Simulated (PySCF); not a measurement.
Species: C4H8O2Si.
Geometry (GFN2-xTB, Å), atoms numbered from 1 in this order:
```
atom  x, y, z in Å
C1    -2.2072    0.7373   -0.2366
O2    -0.9860    0.0794   -0.4420
C3    -0.4581   -0.5094    0.7288
Si4    1.1881   -1.2979    0.1855
C5     2.2822    0.0719   -0.4878
C6     1.8180    1.2529   -0.7245
O7     1.3645    2.3084   -0.8927
H8    -2.1033    1.5452    0.4986
H9    -2.9783    0.0396    0.1161
H10   -2.5057    1.1558   -1.1957
H11   -1.1643   -1.2481    1.1331
H12   -0.3175    0.2539    1.5072
H13    0.9174   -2.3087   -0.8419
H14    1.8433   -1.9075    1.3526
H15    3.3025   -0.1648   -0.7228
```

Method used: PySCF, TDDFT wB97X-D/def2-SVPD, vertical, gas phase, core orbitals frozen in the response.

Transition dipole moments from the ground state, in atomic units and in the frame of the coordinates above (overall signs are arbitrary), for the states with f of 0.002 or more among the lowest 8:

```
state  E (eV)      μx      μy      μz
   S2   6.615  -0.076   0.063  -0.285
   S3   6.761   0.140  -0.134  -0.052
   S4   6.995   0.054   0.418  -0.045
   S5   7.257  -0.146   0.029  -0.085
   S6   7.379  -0.171  -0.272  -0.025
   S7   7.560  -0.030   0.253  -0.003
   S8   7.958   0.199   0.299   0.046
```

(1) Work out the oscillator strengths.

(2) What angle do the transition dipoles of S2 and S8 make?

(3) What peak molar absorption coefficient would the strongest computed level give as a lone Gaussian band 0.5 eV wide at half height?

## Answers

(1) f = (2/3) ΔE |μ|² with ΔE in hartree (27.2114 eV).

```tsv
state	|μ|² (au)	|μ| (D)	f
S2	0.091	0.77	0.015
S3	0.040	0.51	0.007
S4	0.180	1.08	0.031
S5	0.030	0.44	0.005
S6	0.104	0.82	0.019
S7	0.065	0.65	0.012
S8	0.131	0.92	0.026
```

(2) |cos θ| = |μa·μb| / (|μa| |μb|) = 0.08, so θ ≈ 85° (taken between 0 and 90°, since the signs are arbitrary).

(3) ε(max) = 2.175×10⁸ f / FWHM, with the width in cm⁻¹. S4: 2.175×10⁸ × 0.0308 / 4033 ≈ 1700 L mol⁻¹ cm⁻¹.

On Arm Neoverse N1, one thread (shared host), this took 85 s of wall time (grids of density and orbitals included) and 0.89 GiB of memory at its peak.

One conformer stands for the species.
